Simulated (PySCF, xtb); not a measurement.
C4H4N, SMILES c1c[nH][c]c1, multiplicity 2.

Harmonic wavenumbers (cm⁻¹) from GFN2-xTB run with xtb 6.7.1 at its own minimum, in rising order: 337, 540, 572, 744, 783, 800, 813, 828, 1035, 1063, 1099, 1177, 1198, 1333, 1367, 1446, 1549, 3149, 3162, 3191, 3485.

**Question.** What does PBE-D3(BJ)/def2-SVP in PySCF 2.14.0 give at its own minimum? (The exact figures need the calculation; the answer reports its results.)

**Answer.** 280, 461, 607, 658, 727, 817, 832, 854, 995, 1029, 1083, 1163, 1208, 1348, 1382, 1449, 1521, 3169, 3196, 3203, 3586. Paired by order, the mean absolute difference is 34 cm⁻¹ and the zero-point energies are 42.4 and 42.3 kcal/mol.
